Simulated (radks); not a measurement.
Values are calculated unless marked as measured or tabulated.
Tl XI, configuration [Xe] 4f14 5d3 (the NIST ground configuration).

Code: a radial shooting solver on a logarithmic mesh with Libxc functionals. Model: Dirac Kohn-Sham, BLYP, spin-unpolarised, spherical densities, finite nucleus; open shells fill j = l - 1/2 first; Fermi nuclear charge, rms radius 5.4759 fm.

Energy parts (eV):
part                       energy
total                  -551207.16
kinetic                 638323.64
electron-nucleus      -1380229.64
Hartree                 200950.79
exchange-correlation    -10251.96

Orbitals (lengths in bohr, moments of r in powers of bohr; <r^-3> diverges for s and p1/2):
orbital	occ.	eigenvalue (eV)	<r^-3>	small-component weight
1s1/2	2	-85613.92	-	9.51e-02
2s1/2	2	-15374.61	-	2.19e-02
2p1/2	2	-14771.44	-	2.20e-02
2p3/2	4	-12705.40	22400	1.94e-02
3s1/2	2	-3799.440	-	7.35e-03
3p1/2	2	-3526.147	-	7.30e-03
3p3/2	4	-3066.690	5264	6.55e-03
3d3/2	4	-2613.633	922.8	6.44e-03
3d5/2	6	-2515.459	757.3	6.24e-03
4s1/2	2	-979.3277	-	2.52e-03
4p1/2	2	-861.2924	-	2.43e-03
4p3/2	4	-749.3483	1288	2.14e-03
4d3/2	4	-556.1394	204.3	1.94e-03
4d5/2	6	-535.2107	163.8	1.87e-03
5s1/2	2	-293.5065	-	7.10e-04
4f5/2	6	-285.4305	35.68	1.51e-03
4f7/2	8	-280.7650	33.86	1.48e-03
5p1/2	2	-252.1245	-	6.37e-04
5p3/2	4	-229.1715	265.7	5.61e-04
5d3/2	3	-167.7078	34.16	4.29e-04
5d5/2	0	-164.2354	27.51	4.14e-04
6s1/2	0	-131.3273	-	2.41e-04
6p1/2	0	-116.7243	-	2.16e-04
6p3/2	0	-110.1212	78.50	1.99e-04
5f5/2	0	-101.3241	3.873	2.37e-04
5f7/2	0	-100.8279	3.726	2.35e-04

The highest occupied level is 5d3/2 at -167.71 eV. Summed over all electrons, <r^2> = 19.85 bohr^2, which gives a Langevin (diamagnetic) susceptibility term of -15.7 x 10^-6 cm^3/mol. The electron density at the nucleus is 2.524e+06 e/bohr^3.
